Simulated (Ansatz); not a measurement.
Reaction (atomization): `[SiH3]O[B]S`• → B• + 4 H• + O• + S• + Si•

Computed with Ansatz on PBE0-D4/def2-TZVP structures; ΔE is electronic, products minus reactants. CBS: MP2 limit from def2 TZ/QZ plus the TZ coupled-cluster correction, frozen cores. This one scheme is used for every species, atoms too. DFT in def2-TZVPP. B3LYP here is the variant with VWN-RPA as its local correlation; programs differ in this. No spin–orbit coupling; open shells (•) take unrestricted orbitals. Spin–orbit coupling would lower the free atoms: a little for B, O, S, Si. One conformer a species, not always the lowest.

```tsv
level	ΔE (kcal/mol)	difference from CCSD(T)/CBS
PBE-D4	654.0	8.9
B97M-V	653.1	8.0
r2SCAN	653.5	8.4
B3LYP	640.5	-4.6
r2SCANh	648.9	3.8
r2SCAN0	642.4	-2.7
CAM-B3LYP	646.7	1.6
LC-ωPBE	641.4	-3.7
MP2/def2-SVP	612.8	-32.3
CCSD(T)/def2-SVP	602.7	-42.4
HF/def2-TZVPP	483.9	-161.2
SCS-MP2/def2-TZVPP	636.2	-8.9
CCSD/def2-TZVPP	617.8	-27.3
HF/CBS(def2)	485.6	-159.5
MP2/CBS(def2)	657.4	12.3
CCSD/CBS(def2)	635.8	-9.3
CCSD(T)/CBS	645.1	0
```

Largest T1 diagnostic among the species: 0.016.

From PBE to PBE0 (25 % exact exchange), in def2-TZVPP and without D4, ΔE moves by −9.3 kcal/mol: exact exchange takes away binding that semilocal exchange gives to molecules. At CCSD(T), def2-SVP lies −42.4 kcal/mol from the extrapolated value and def2-TZVPP −18.0 kcal/mol: correlation converges slowly with the basis, and small sets miss more of it in the bonded molecule than in its fragments.

For atomizations the MP2-based limit and the directly extrapolated one differ by several kJ/mol either way, and by 10 to 25 for some Ge, Se and Sn compounds, so smaller differences from it don't rank the levels.
